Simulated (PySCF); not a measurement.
Work out the structure from these simulated measurements.

Formula: C4H12OSi.

- Rotational structure: rotational constants A, B, C: 8.132, 1.038, 0.972 GHz [PBE0-D3(BJ)/def2-SVP]
- NMR, other nuclei: isotropic shieldings of nuclei other than C and H, by class: 315 (1 O), 383 (1 Si) ppm [GIAO PBE0/pcSseg-1]
- 13C NMR: chemical shifts (computed TMS as zero) by class: 68.1 (1 C), 37.6 (1 C), 22.3 (1 C), 16.3 (1 C) ppm [GIAO PBE0/pcSseg-1]
- Valence photoelectron: vertical ionisation energy: 10.24 eV [ΔSCF CAM-B3LYP/def2-SVPD]
- Dipole: 0.95 D [CAM-B3LYP/def2-SVPD]
- 1H NMR: chemical shifts (computed TMS as zero) by class: 4.79 (3 H), 3.58 (2 H), 1.37 (2 H), 1.31 (2 H), 1.00 (3 H) ppm [GIAO PBE0/pcSseg-1]

The electronic properties come from PySCF, for the isolated species, density fitting. Levels stand in brackets. The structure is a single PBE0-D3(BJ)/def2-SVP conformer in the gas phase; no vibrational or solvent corrections. NMR values are class means; diastereotopic atoms form classes of their own.

**Question.** What is the compound? Reason from the data.

**Answer.** Numbering: `[CH3:1][CH2:2][CH2:3][CH2:4][O:5][SiH3:6]`. Its formula, C4H12OSi, gives 0 degrees of unsaturation, so no ring and no π bond. 4 carbons fall into 4 classes; from least to most shielded: sp3 carbon bound to oxygen [C4] (68.1 ppm), chain CH2 carbon [C3] (37.6 ppm), chain CH2 carbon [C2] (22.3 ppm), methyl carbon [C1] (16.3 ppm). Hydrogen classes from least to most shielded: 3 H on an oxygen-bound silicon, Si6 (4.79 ppm), 2 H on an sp3 carbon bound to oxygen, C4 (3.58 ppm), 2 H on a chain CH2 carbon, C2 (1.37 ppm, a mean of values up to 0.9 ppm apart in this geometry), 2 H on a chain CH2 carbon, C3 (1.31 ppm), 3 H on a methyl carbon, C1 (1.00 ppm). The other shieldings belong to: 315 ppm, silyl ether oxygen [O5]; 383 ppm, oxygen-bound silicon [Si6]. The first electron is taken from the HOMO, whose largest Löwdin shares are 0.47 on the silyl ether oxygen, 0.12 on the sp3 carbon bound to oxygen, 0.10 on the oxygen-bound silicon and 0.07 on a methylene hydrogen. The optimised geometry has point group C1 and is an asymmetric top. Structure: `CCCCO[SiH3]`. Computed isomers that give other values at the same levels: `COC[C@H](C)[SiH3]` (vertical ionisation energy: 9.84 eV); `CC(C)(C)O[SiH3]` (rotational constant A: 4.335 GHz; this holds for the one conformer computed); `CCC[SiH2]OC` (rotational constant A: 6.234 GHz; this holds for the one conformer computed). The assignments are read from this structure; whether some other isomer fits the data as well wasn't checked.

Conformer computed: `[CH3:1][CH2:2][CH2:3][CH2:4][O:5][SiH3:6]`: C1–C2–C3–C4 177°, C2–C3–C4–O5 -62°, C3–C4–O5–Si6 172°.
